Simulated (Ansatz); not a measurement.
Relaxation of C$_{3}$H$_{12}$AlNSi (18 atoms, charge 0, multiplicity 1), to a largest force component of 0.015 eV/Å in at most 40 steps.

All numbers below come from RKS PBE/6-31G* in Ansatz 0.2.0.

```xyz
18
Properties=species:S:1:pos:R:3:forces:R:3
C 0.414 -2.212 -0.010 -1.26 1.99 0.35
Al 0.676 -0.350 -0.764 0.39 -0.53 -0.24
C 2.397 0.098 -1.610 0.90 -0.27 1.82
C -0.677 1.044 -0.672 -1.96 -0.69 -0.55
Si -1.164 1.398 1.097 -0.04 0.79 -0.13
N 0.227 1.911 2.080 -0.56 0.02 0.81
H -0.638 -2.228 0.389 0.59 -0.36 -0.22
H 0.529 -2.902 -0.834 0.22 -0.76 -0.19
H 1.101 -2.349 0.831 0.27 -0.47 0.01
H 2.900 0.938 -1.019 -0.44 -0.65 -0.70
H 3.084 -0.791 -1.533 -0.29 0.56 -0.25
H 2.290 0.400 -2.636 0.07 0.34 -0.90
H -0.440 1.988 -1.176 0.28 0.20 -0.12
H -1.683 0.678 -1.175 1.51 0.41 0.82
H -1.754 0.212 1.729 -0.52 -0.75 0.10
H -2.209 2.479 1.100 0.04 0.08 0.22
H 0.874 1.108 2.095 0.15 0.23 0.31
H -0.112 2.049 3.077 0.64 -0.12 -1.13
```

**Question.** Where does it end, and by what steps?

**Answer.** The forces met the threshold. The force dipped under the threshold on the way, but the program's further checks kept it going. After 34 steps the energy has fallen by 1.195 eV; H18 moved furthest, 1.89 Å. Joined: Al2–Si5, Al2–N6.

| step | energy less start (eV) | largest force component (eV/Å) | accepted |
| --- | --- | --- | --- |
| 0 | 0.0000 | 1.986 | yes |
| 2 | -0.4197 | 0.550 | yes |
| 4 | -0.4575 | 0.304 | yes |
| 6 | -0.4995 | 0.476 | yes |
| 8 | -0.6079 | 0.577 | yes |
| 10 | -0.8171 | 0.430 | yes |
| 12 | -1.0762 | 0.253 | yes |
| 14 | -1.1126 | 0.114 | yes |
| 16 | -1.1592 | 0.122 | yes |
| 18 | -1.1742 | 0.057 | yes |
| 20 | -1.1672 | 0.689 | no |
| 22 | -1.1849 | 0.013 | yes |
| 24 | -1.1897 | 0.134 | yes |
| 26 | -1.1929 | 0.106 | yes |
| 28 | -1.1942 | 0.045 | yes |
| 30 | -1.1948 | 0.015 | yes |
| 32 | -1.1951 | 0.025 | yes |
| 34 | -1.1953 | 0.014 | yes |

```xyz
18
Properties=species:S:1:pos:R:3
C 0.442 -2.125 0.042
Al 0.620 -0.181 -0.342
C 2.296 0.560 -1.118
C -1.124 0.818 -0.807
Si -1.164 1.572 0.877
N 0.388 0.789 1.539
H -0.468 -2.375 0.621
H 0.383 -2.713 -0.893
H 1.306 -2.525 0.606
H 2.321 1.666 -1.128
H 3.198 0.218 -0.577
H 2.424 0.239 -2.170
H -1.025 1.556 -1.620
H -1.983 0.162 -1.020
H -2.251 1.148 1.827
H -0.940 3.053 1.005
H 0.255 0.161 2.341
H 1.137 1.446 1.787
```

Whether the end is a true minimum wasn't checked by a vibrational analysis.

Run time: 2.5 min on 2 threads of Arm Neoverse V1, on a shared host, peak memory 0.19 GiB.
